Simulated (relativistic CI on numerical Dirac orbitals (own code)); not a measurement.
## Pd³⁺ (4d7) in a crystal field

Calculated by Dirac-Coulomb-Breit CI, KLI orbitals optimised for each configuration, a model potential for QED, one configuration in a parametric crystal field, unscaled Slater integrals (own radial code). With so little scaling, terms lie 10 to 35 % too far apart, which can change the order of excited levels.

Field parameters in Wybourne normalisation: Oh B⁴₀ = 21Dq, B⁴₄ = √(5/14) B⁴₀. The field is a parameter set, without covalency.

S is read from ⟨S²⟩ = S(S + 1).

Site symmetry Oh; labels are those of the double group. Computed levels in cm⁻¹ above the lowest, in rising order:

```tsv
Δ (size of 10Dq)	Lowest	No. 2	No. 3	No. 4	No. 5	No. 6	No. 7	No. 8
6000	Γ6	816 Γ8	2233 Γ8	3269 Γ7	6983 Γ8	7057 Γ6	7736 Γ8	8091 Γ7
10750	Γ6	899 Γ8	2304 Γ8	3176 Γ7	10595 Γ8	11140 Γ6	11175 Γ8	11483 Γ8
15550	Γ6	793 Γ8	1875 Γ8	3072 Γ7	6684 Γ8	14790 Γ8	15389 Γ6	15639 Γ8
20350	Γ8	680 Γ6	1860 Γ8	3659 Γ7	4769 Γ8	17714 Γ8	19405 Γ8	19460 Γ6
25100	Γ8	4546 Γ6	5596 Γ8	7448 Γ7	7871 Γ8	22082 Γ8	23635 Γ8	23752 Γ6
29900	Γ8	9064 Γ6	10070 Γ8	11900 Γ7	12123 Γ8	26678 Γ8	28211 Γ8	28216 Γ6
34700	Γ8	13731 Γ6	14709 Γ8	16512 Γ7	16651 Γ8	31338 Γ8	32798 Γ6	32869 Γ8
39500	Γ8	18452 Γ6	19411 Γ8	21186 Γ7	21283 Γ8	36030 Γ8	37438 Γ6	37564 Γ8
44250	Γ8	23151 Γ6	24093 Γ8	25845 Γ7	25917 Γ8	40694 Γ8	42064 Γ6	42230 Γ8
```

Ground-state S against |10Dq| in cm⁻¹: 6000: 1.49, 10750: 1.49, 15550: 1.49, 20350: 0.93, 25100: 0.62, 29900: 0.55, 34700: 0.53, 39500: 0.52, 44250: 0.51.

The spin changes between |10Dq| = 15550 and 20350 cm⁻¹.
